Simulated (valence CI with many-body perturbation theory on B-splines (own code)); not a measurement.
**Energy levels of In⁴³⁺**

Computed by valence CI with perturbative core correlation (CI+MBPT): four valence electrons over a frozen Dirac-Fock core [He], radial functions for each j: 11 s, 11 p, 9 d, 7 f, 5 g, 2 h, 1 i, with the one-electron correlation potential Σ1 (screened to all orders), the two-electron term Σ2, the three-electron term Σ3, Breit, model QED; selected single and double excitations, second order for the rest (own B-spline code, finite nucleus).

No measured spectrum was set against this ion. As an estimate, large intervals hold to a few tenths of a per cent, small ones and those within an open d or f shell to about a per cent. Among the levels kept, up to 260 cm⁻¹ of a level comes from second order outside the variational space, and about a tenth of that is noise between levels of different J, which matters for small intervals.

Levels 1 to 45 of 111, with energies above the lowest level, (2s^2 2p1/2^2) J=0. "Leading %" is the weight of the configuration and term that name the level; weights of strongly mixed levels are sums over their largest components and can fall short. In the jj column 3d3/2^4 stands for four electrons in 3d with j = 3/2. Lifetimes count E1, E2, E3, M1 and M2 decay at the calculated energies, and are blank where another channel may lead or the interval is too uncertain; long ones can be off by a factor of two.

```tsv
No.	Configuration	Term	J	E (eV)	Leading %	Second component	Lifetime	Leading jj
1	2s2 2p2	3P	0	0.0	72	28 % 2s2 2p2 1S		2s^2 2p1/2^2 (99 %)
2	2s2 2p2	3P	1	212.7	100		15.5 ns	2s^2 2p1/2 2p3/2 (100 %)
3	2s2 2p2	1D	2	227.2	61	39 % 2s2 2p2 3P	14.8 μs	2s^2 2p1/2 2p3/2 (99 %)
4	2s 2p3	3P°	2	373.4	42	40 % 2s 2p3 5S°	98.2 ps	2s 2p1/2^2 2p3/2 (96 %)
5	2s 2p3	3D°	1	428.6	39	23 % 2s 2p3 1P°	2.40 ps	2s 2p1/2^2 2p3/2 (97 %)
6	2s2 2p2	3P	2	450.6	61	38 % 2s2 2p2 1D	6.81 ns	2s^2 2p3/2^2 (99 %)
7	2s2 2p2	1S	0	486.2	71	28 % 2s2 2p2 3P	5.07 ns	2s^2 2p3/2^2 (98 %)
8	2s 2p3	3D°	2	575.0	50	44 % 2s 2p3 5S°	10.8 ps	2s 2p1/2 2p3/2^2 (96 %)
9	2s 2p3	3D°	3	606.1	100		11.7 ps	2s 2p1/2 2p3/2^2 (100 %)
10	2s 2p3	3P°	0	638.3	100		2.87 ps	2s 2p1/2 2p3/2^2 (100 %)
11	2s 2p3	3S°	1	650.9	39	39 % 2s 2p3 3D°	1.59 ps	2s 2p1/2 2p3/2^2 (98 %)
12	2s 2p3	1D°	2	661.0	70	22 % 2s 2p3 3D°	1.56 ps	2s 2p1/2 2p3/2^2 (96 %)
13	2s 2p3	3P°	1	665.2	47	31 % 2s 2p3 1P°	1.74 ps	2s 2p1/2 2p3/2^2 (98 %)
14	2p4	3P	2	836.6	71	28 % 2p4 1D	1.59 ps	2p1/2^2 2p3/2^2 (99 %)
15	2s 2p3	3P°	2	853.4	51	22 % 2s 2p3 1D°	2.86 ps	2s 2p3/2^3 (96 %)
16	2p4	1S	0	875.6	58	41 % 2p4 3P	1.27 ps	2p1/2^2 2p3/2^2 (98 %)
17	2s 2p3	1P°	1	903.9	44	27 % 2s 2p3 3S°	1.07 ps	2s 2p3/2^3 (98 %)
18	2p4	3P	1	1057.6	100		1.00 ps	2p1/2 2p3/2^3 (100 %)
19	2p4	1D	2	1073.0	71	28 % 2p4 3P	1.12 ps	2p1/2 2p3/2^3 (99 %)
20	2p4	3P	0	1314.0	59	41 % 2p4 1S	767 fs	2p3/2^4 (99 %)
21	2s2 2p 3s	3P°	0	4045.2	99		30.6 fs	2s^2 2p1/2 3s (99 %)
22	2s2 2p 3s	3P°	1	4047.7	68	32 % 2s2 2p 3s 1P°	23.9 fs	2s^2 2p1/2 3s (99 %)
23	2s2 2p 3p	3D	1	4094.8	72	23 % 2s2 2p 3p 1P	2.21 ps	2s^2 2p1/2 3p1/2 (99 %)
24	2s2 2p 3p	3P	0	4120.4	70	29 % 2s2 2p 3p 1S	617 fs	2s^2 2p1/2 3p1/2 (98 %)
25	2s2 2p 3p	3P	1	4165.3	37	24 % 2s2 2p 3p 3S	136 fs	2s^2 2p1/2 3p3/2 (80 %)
26	2s2 2p 3p	3D	2	4172.1	56	28 % 2s2 2p 3p 1D	1.40 ps	2s^2 2p1/2 3p3/2 (98 %)
27	2s 2p2 3s	5P	1	4196.0	46	20 % 2s 2p2 3s 3S	40.2 fs	2s 2p1/2^2 3s (77 %)
28	2s 2p2 3s	3P	0	4211.7	73	26 % 2s 2p2 3s 1S	33.2 fs	2s 2p1/2^2 3s (96 %)
29	2s2 2p 3d	3F°	2	4213.7	74	20 % 2s2 2p 3d 1D°	21.3 fs	2s^2 2p1/2 3d3/2 (99 %)
30	2s2 2p 3d	3D°	1	4228.5	44	25 % 2s2 2p 3d 1P°	2.38 fs	2s^2 2p1/2 3d3/2 (83 %)
31	2s2 2p 3d	3P°	2	4241.1	46	34 % 2s2 2p 3d 3D°	3.58 fs	2s^2 2p1/2 3d5/2 (97 %)
32	2s 2p2 3p	5D°	0	4242.9	53	42 % 2s 2p2 3p 3P°	360 fs	2s 2p1/2^2 3p1/2 (96 %)
33	2s2 2p 3d	3F°	3	4243.9	50	28 % 2s2 2p 3d 1F°	4.13 fs	2s^2 2p1/2 3d5/2 (99 %)
34	2s 2p2 3p	3P°	1	4246.4	27	25 % 2s 2p2 3p 5D°	65.1 fs	2s 2p1/2^2 3p1/2 (80 %)
35	2s2 2p 3s	3P°	2	4278.8	96		47.3 fs	2s^2 2p3/2 3s (96 %)
36	2s2 2p 3s	1P°	1	4283.9	66	31 % 2s2 2p 3s 3P°	19.0 fs	2s^2 2p3/2 3s (98 %)
37	2s 2p2 3p	3P°	2	4316.7	28	25 % 2s 2p2 3p 5P°	218 fs	2s 2p1/2^2 3p3/2 (94 %)
38	2s 2p2 3p	3D°	1	4321.1	38	19 % 2s 2p2 3p 1P°	9.43 fs	2s 2p1/2^2 3p3/2 (95 %)
39	2s2 2p 3p	3P	1	4337.5	51	23 % 2s2 2p 3p 3S	548 fs	2s^2 2p3/2 3p1/2 (95 %)
40	2s2 2p 3p	3D	2	4340.1	42	32 % 2s2 2p 3p 1D	801 fs	2s^2 2p3/2 3p1/2 (95 %)
41	2s 2p2 3d	5F	1	4357.6	46	32 % 2s 2p2 3d 3D	30.6 fs	2s 2p1/2^2 3d3/2 (96 %)
42	2s 2p2 3d	3D	2	4361.4	28	26 % 2s 2p2 3d 5F	16.7 fs	2s 2p1/2^2 3d3/2 (88 %)
43	2s 2p2 3s	5P	2	4379.9	85	7 % 2s 2p2 3s 3P	44.8 fs	2s 2p1/2 2p3/2 3s (95 %)
44	2s 2p2 3d	3D	3	4383.1	29	22 % 2s 2p2 3d 5D	4.12 fs	2s 2p1/2^2 3d5/2 (93 %)
45	2s2 2p 3p	3D	3	4390.5	77	12 % 2s 2p2 3s 3D	260 fs	2s^2 2p3/2 3p3/2 (77 %)
```

The ionisation energy to 2s2 2p 2P°_1/2 of the next ion comes out as 7208.5 eV (NIST: 7196 ± 8 eV (semi-empirical)). All 111 levels together are meant to be complete up to 4642.0 eV.
